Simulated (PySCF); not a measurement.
## Vertical excitation energies

Compound: C4H10AsB.
InChI=1S/C4H10AsB/c6-4-2-1-3-5-4/h4-5H,1-3,6H2/t4-/m1/s1

Theory: PySCF, TDDFT CAM-B3LYP/def2-SVPD, vertical, gas phase, core orbitals frozen in the response. Isolated species at its PBE0-D3(BJ)/def2-SVP geometry (one conformer only). Relativistic effects, spin–orbit coupling among them, are left out although an element past zinc is present.

```tsv
state	E (eV)	λ (nm)	ν̃ (cm⁻¹)	f	main configurations (H = HOMO, L = LUMO)
S1	6.02	206.0	48540	0.048	H→L (91%)
S2	6.51	190.4	52510	0.046	H→L+2 (42%), H-1→L (38%)
S3	6.58	188.4	53080	0.029	H→L+1 (62%), H-1→L (15%), H→L+3 (8%)
S4	6.93	178.8	55920	0.074	H-1→L (35%), H→L+2 (23%), H→L+3 (15%)
S5	7.22	171.7	58240	0.024	H→L+3 (30%), H→L+2 (14%), H-1→L+2 (13%)
S6	7.33	169.0	59160	0.026	H-2→L (48%), H-3→L (10%)
S7	7.39	167.7	59640	0.082	H-1→L+2 (48%), H→L+3 (20%)
S8	7.59	163.3	61240	0.087	H-1→L+1 (51%), H→L+3 (12%), H-1→L+3 (8%)
S9	7.74	160.1	62470	0.020	H→L+4 (52%), H→L+5 (14%)
S10	8.05	154.1	64900	0.035	H-1→L+3 (25%), H-1→L+2 (13%), H-3→L (10%)
```

Triplets, Tamm–Dancoff:

```json
{"state": "T1", "E (eV)": "5.22", "λ (nm)": "237.6", "main configurations (H = HOMO, L = LUMO)": "H→L (78%), H→L+2 (9%)"}
{"state": "T2", "E (eV)": "5.45", "λ (nm)": "227.3", "main configurations (H = HOMO, L = LUMO)": "H→L+2 (45%), H→L+1 (31%)"}
{"state": "T3", "E (eV)": "6.01", "λ (nm)": "206.3", "main configurations (H = HOMO, L = LUMO)": "H-1→L (44%), H→L+3 (14%), H→L+2 (9%)"}
{"state": "T4", "E (eV)": "6.27", "λ (nm)": "197.9", "main configurations (H = HOMO, L = LUMO)": "H-1→L+2 (27%), H→L+3 (16%), H-1→L (15%)"}
```

The lowest singlet comes at 206 nm (581 kJ/mol) in the ultraviolet; it is of moderate strength; its leading configuration is HOMO→LUMO (91%). The most intense listed level is S8 at 7.59 eV (163 nm, f = 0.087), 1.57 eV above S1. Löwdin shares by element: HOMO arsenic 44%, carbon 25% or more, boron 10% (atoms not listed hold the other 21%); LUMO arsenic 39%, boron 24%, hydrogen 13% or more (atoms not listed hold the other 23%). Of the 10 states listed, 10 reach f = 0.01 and none stays under 0.0005. The listed states span 2.03 eV, and the widest gap between neighbours is 0.49 eV (S1 to S2). Weighted by f, the mean energy of these states is 7.13 eV. No computed singlet lies in the visible range (380 to 750 nm); the lowest, at 206 nm, stands 2.76 eV above its violet end (3.26 eV). The vertical ionisation energy (ΔSCF) is 9.31 eV, 1.26 eV above S10. Singlets were solved by full linear response, triplets in the Tamm–Dancoff approximation.

Without π bonds the low states are Rydberg-like; a valence basis with one diffuse set may place them up to an eV too high.
